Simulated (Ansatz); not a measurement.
One change: `COB(C)OC` becomes `C[O][In]([CH3])[O]C`.

Ansatz, PBE0-D4/def2-TZVP geometries, multiplicity 1. Each molecule was computed in one conformer, which needn't be the lowest.

Elements past krypton have def2 core potentials.

```tsv
property	`COB(C)OC`
HOMO–LUMO gap (B3LYP/def2-TZVPP) / eV	8.49
HOMO energy (B3LYP/def2-TZVPP) / eV	-7.88
LUMO energy (PBE/def2-TZVPP) / eV	0.17
HOMO–LUMO gap (ωB97M-V/def2-TZVPP) / eV	12.70
LUMO energy (ωB97M-V/def2-TZVPP) / eV	2.19
HOMO energy (ωB97M-V/def2-TZVPP) / eV	-10.52
```

Task: Give the same properties after the change, and the shifts. (Estimate.)

Result: Ansatz gave: 
| property | `C[O][In]([CH3])[O]C` | shift |
| --- | --- | --- |
| HOMO–LUMO gap (B3LYP/def2-TZVPP) / eV | 5.65 | -2.84 |
| HOMO energy (B3LYP/def2-TZVPP) / eV | -6.92 | 0.96 |
| LUMO energy (PBE/def2-TZVPP) / eV | -1.83 | -2.00 |
| HOMO–LUMO gap (ωB97M-V/def2-TZVPP) / eV | 10.07 | -2.63 |
| LUMO energy (ωB97M-V/def2-TZVPP) / eV | 0.58 | -1.61 |
| HOMO energy (ωB97M-V/def2-TZVPP) / eV | -9.50 | 1.02 |

With PBE0 the HOMO rises by 0.96 eV and the LUMO falls by 1.88 eV, so the gap narrows by about 2.84 eV. PBE moves the HOMO by 0.95 eV and ωB97M-V by 1.02 eV.

B3LYP here is the variant with VWN-RPA as its local correlation; programs differ in this.
